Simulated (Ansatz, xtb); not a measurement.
## C4H6FNSi: which of two isomers lies lower

We compare I, `NC1=C[Si@@H](F)C=C1`, a singlet, with II, `NC1=CC=C[Si@@H]1F`, a singlet. Both are isolated molecules in the gas phase, relaxed with B3LYP-D3(BJ)/def2-SVP; the shapes shown needn't be the lowest conformers.

I (Å):

```yaml
atoms:
  - { symbol: C, position_ang: [-0.2555, -0.4319, -0.1382] }
  - { symbol: C, position_ang: [0.1664, 0.8129, 0.2383] }
  - { symbol: C, position_ang: [1.9075, -1.2343, 0.6179] }
  - { symbol: C, position_ang: [0.7195, -1.5564, 0.0770] }
  - { symbol: F, position_ang: [2.1185, 1.0654, 2.4199] }
  - { symbol: N, position_ang: [-1.4457, -0.7614, -0.7249] }
  - { symbol: Si, position_ang: [1.8877, 0.6362, 0.8569] }
  - { symbol: H, position_ang: [-2.1862, -0.0724, -0.7530] }
  - { symbol: H, position_ang: [-1.7390, -1.7296, -0.7373] }
  - { symbol: H, position_ang: [-0.4598, 1.6982, 0.1180] }
  - { symbol: H, position_ang: [2.9635, 1.3504, 0.1167] }
  - { symbol: H, position_ang: [2.6813, -1.9796, 0.8114] }
  - { symbol: H, position_ang: [0.4269, -2.5724, -0.2162] }
```

II (Å):

```xyz
13

C     0.9027   -0.6813    0.9034
C     0.1043    0.4149    1.0634
C    -0.5075    0.9413   -0.1704
C    -0.2684    0.3225   -1.3579
F     0.4479   -2.5603   -1.2836
N     1.6109   -1.3437    1.8642
Si    0.9284   -1.0272   -0.9697
H     1.4233   -1.1458    2.8417
H     1.9393   -2.2815    1.6731
H    -0.0986    0.8880    2.0296
H    -1.1485    1.8282   -0.0942
H    -0.6870    0.6718   -2.3016
H     2.2919   -0.9231   -1.5550
```

Quicker runs give these differences E(II) − E(I): GFN2-xTB +2.5 kcal/mol; HF/STO-3G +3.5 kcal/mol (at GFN2-xTB geometries); r2SCAN-D4/def2-SVP +4.6 kcal/mol (at GFN2-xTB geometries).

Estimate E(II) − E(I) at the level CCSD(T)/def2-SVP + ΔMP2/def2-TZVPP.

Calculated at CCSD(T)/def2-SVP + ΔMP2/def2-TZVPP: E(II) − E(I) = +6.1 kcal/mol, so structure I lies lower.

Level by level:

| level | geometry | E(II) − E(I) (kcal/mol) | departure from the last row (kcal/mol) | job, with rough time for the two |
| --- | --- | --- | --- | --- |
| GFN2-xTB | GFN2-xTB | +2.5 | −3.6 | optimisation, 0.25 s |
| HF/STO-3G | GFN2-xTB | +3.5 | −2.5 | single point, 0.93 s |
| r2SCAN-D4/def2-SVP | GFN2-xTB | +4.6 | −1.5 | single point, 6.6 s |
| B3LYP-D3(BJ)/def2-SVP | B3LYP-D3(BJ)/def2-SVP | +3.9 | −2.2 | optimisation, 1.9 min |
| HF/def2-SVP | B3LYP-D3(BJ)/def2-SVP | +6.4 | +0.3 | part of the CCSD(T) run |
| MP2/def2-SVP | B3LYP-D3(BJ)/def2-SVP | +5.5 | −0.5 | part of the CCSD(T) run |
| CCSD(T)/def2-SVP | B3LYP-D3(BJ)/def2-SVP | +5.5 | −0.6 | single point |
| CCSD(T)/def2-SVP + ΔMP2/def2-TZVPP | B3LYP-D3(BJ)/def2-SVP | +6.1 |  | single point, 1.9 min |

As drawn, both hold the same kinds of bond in the same numbers.

The levels shown agree on the order. The largest departure from CCSD(T)/def2-SVP + ΔMP2/def2-TZVPP is that of GFN2-xTB, 3.6 kcal/mol. The last row adds to CCSD(T) the change of the MP2 difference between the two basis sets, here +0.6 kcal/mol.

With thermal terms from frequencies at re-optimised GFN2-xTB minima (ideal gas, soft modes damped towards free rotors, one conformer each, 298.15 K, 1 atm): on the last row, ΔE + ΔZPE = +6.1, ΔH = +6.1, ΔG = +6.0 kcal/mol.

The correlated steps freeze 11 core orbitals. Run with Ansatz 0.2.0, xtb 6.7.1; the last row on 2 threads of Intel(R) Xeon(R) Platinum 8375C CPU @ 2.90GHz (Ice Lake) on a shared host.
